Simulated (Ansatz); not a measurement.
Input file for Ansatz (a first-principles code): U-CAM-B3LYP/def2-TZVPP on SeS+, 2S+1 = 2, a spin state set in the input, which need not be the lowest, a point of a bond scan (R = 1.960 Å). Charge +1.

Ansatz 0.2 input:
```yaml
crystal:
  periodic: [false, false, false]
  atoms:
    - {symbol: S, position_ang: [0.00000000, 0.00000000, 0.00000000]}
    - {symbol: Se, position_ang: [0.00000000, 0.00000000, 1.96010100]}
basis:
  gaussian:
    orbitals: def2-TZVPP
    pivot_positions_ang: [[0.00000000, 0.00000000, 0.00000000], [0.00000000, 0.00000000, 1.96010100]]
hamiltonian:
  xc: {name: CAM-B3LYP}
total_charge: 1
magnetization: {spin_polarized: true, initial_magnetization: 1}
output: {forces: true, orbitals: {seedname: ./end}}
```

The head of its log:

```
WARN ansatz: RAYON_NUM_THREADS=1 ignored (pool sized by the plan → 1); use --threads N
Functional definition: CAM-B3LYP
integrals: 0.03 GiB planned
615 factors; integrals over basis functions are off by at most 2.5e-4 eV
integrals: 0.08 GiB planned
144 factors; integrals over basis functions are off by at most 3.9e-5 eV
mean field: 0.48 GiB planned
mean field evaluation 1: about -76177.8978 eV, gradient 1.7e1 eV
mean field evaluation 2: about -76175.4849 eV, gradient 2.7e1 eV
```

### Question
Give the final energy of this run.

### Answer
-2799.5387 hartree.
